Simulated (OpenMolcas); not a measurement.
## Se: thermal populations, Slater's ratio, the spin-orbit constant, worked from levels

| Quantity | Value |
| --- | --- |
| Program | OpenMolcas |
| Basis | ANO-RCC-VQZP [7s6p4d2f1g] |
| Scalar Hamiltonian | DKH2, point nucleus |
| Active space | 4 electrons in 3 orbitals (4p) |
| State averaging | 2S+1 = 3 even, 3 roots; 2S+1 = 1 even, 6 roots |
| Spin-orbit coupling | state interaction with AMFI integrals over the reference wave functions, term energies averaged over their components |

Methods: CASSCF; SS-CASPT2, IPEA 0.25 Eh, imaginary shift 0.1 Eh (closed shells correlated: 3d 4s). Measured levels: NIST Handbook of Basic Atomic Spectroscopic Data.

**Thermal populations.** Z = Σ (2J + 1) exp(-E/kT) with k = 0.695035 cm-1/K, over the levels below. No other level of either list lies under 48100 cm-1, which is above 7 kT at each temperature.

| Level | 2J + 1 | SS-CASPT2 | measured |
| --- | --- | --- | --- |
| 4s2 4p4 3P2 | 5 | 0.0 | 0.0 |
| 4s2 4p4 3P1 | 3 | 1854 | 1989 |
| 4s2 4p4 3P0 | 1 | 2420 | 2534 |
| 4s2 4p4 1D2 | 5 | 9590 | 9576 |
| 4s2 4p4 1S0 | 1 | 23030 | 22446 |

| T (K) | Z, SS-CASPT2 | Z, measured levels | Ground level (%), SS-CASPT2 | Ground level (%), measured levels |
| --- | --- | --- | --- | --- |
| 3000 | 6.597 | 6.503 | 75.8 | 76.9 |
| 5000 | 7.576 | 7.494 | 66.0 | 66.7 |
| 8000 | 8.703 | 8.643 | 57.4 | 57.9 |

At 8000 K, kT = 5560 cm-1, and the computed levels give Z = 5.000 + 2.149 + 0.647 + 0.891 + 0.016 = 8.703.

**Slater's ratio.** With one set of orbitals, p4 has 1D - 3P = 6 F2 and 1S - 1D = 9 F2 (F2 = F²/25), a ratio of 3/2. Term energies are centres of gravity, weighted by 2J + 1.

| Source | 1D - 3P | 1S - 3P | F2 from the first | Ratio |
| --- | --- | --- | --- | --- |
| CASSCF | 10920 | 26935 | 1820 | 1.467 |
| SS-CASPT2 | 8703 | 22144 | 1450 | 1.544 |
| measured | 8631 | 21501 | 1438 | 1.491 |

Energies in cm-1. A ratio away from 3/2 shows effects beyond one configuration with one set of orbitals, and in heavier atoms second-order spin-orbit shifts.

**The spin-orbit constant.** For the Hund term 3P of p4, E(J) = (A/2) J(J+1) + constant and ζ = -2S·A = -2A. From J = 0 to J = 2 the energy changes by 3 A.

| Source | E(2) - E(0) | A | ζ |
| --- | --- | --- | --- |
| CASSCF | -2446.2 | -815.4 | 1631 |
| SS-CASPT2 | -2421.1 | -807.0 | 1614 |
| measured | -2534.4 | -844.8 | 1690 |

All in cm-1. SS-CASPT2 is off by -4.5 % and CASSCF by -3.5 %. Both methods take the spin-orbit matrix elements from the reference wave functions, so the second can move ζ only through the term energies and any multistate remixing. Second-order mixing with other terms is absorbed into this ζ.

Term energies are means over components that CASPT2 splits; among the terms shown or strongly mixed into the levels shown the widest spread is 180 cm-1 (4s2 4p4 1D, SS-CASPT2). With the s shell closed, the reference lacks s² → p² mixing. Without dynamic correlation excited terms often stand tens of per cent too high (terms of higher spin than the ground term too low), and those without a measured partner can miss by more than the paired ones (holds for CASSCF). Measured partners are found by configuration, term and J. A level has none where our copy of the source lacks it or the pairing is in doubt (some pairs that miss far off the trend of their configuration count as doubtful), and it then counts in no deviation. Levels of configurations outside the active space are missing.
